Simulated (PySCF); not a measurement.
NMR data simulated for an unnamed compound:

$^{1}$H NMR (400 MHz, computed): δ 7.87 (d, 2H), 7.66 (m, 1H), 7.65 (m, 2H), 4.56 (s, 3H).

$^{13}$C{$^{1}$H} NMR (computed): δ 141.5 (CH), 135.2 (CH), 135.0 (C), 133.3 (CH).

- NMR shieldings at PBE0/pcSseg-1/GIAO
- GFN2-xTB geometry
- run in PySCF
- in vacuum, one conformer, one averaged value for each set of equivalent atoms, non-relativistic Hamiltonian

Chemical shifts δ = σref − σ; $^{1}$H and $^{13}$C against TMS, all at this level.

**Question.** Which of these does the molecule contain: an ester, a Si–H bond, a heteroaromatic ring, a ketone, a benzene ring?

**Answer.** 
- An ester: no.
- A Si–H bond: yes (δH 4.56 (s)).
- A heteroaromatic ring: no.
- A ketone: no.
- A benzene ring: yes.

The data belong to phenylsilane, C6H8Si; they needn't prove each group on their own.

Carbon signals by region: 4 in the sp2 and nitrile region (100–160 ppm).

Shifts are as computed. Against solution values, carbons near 30 ppm lie about +3 ppm off and those near 130 ppm about +5 ppm. Of 1211 compounds with measured shifts, 218 miss one by over three times the rms of a fit or turn the order of signals round; such compounds aren't used in these exercises. Multiplicities follow the n + 1 count of equivalent neighbours, as no J values were calculated; m marks all less simple cases, F and P coupling included.
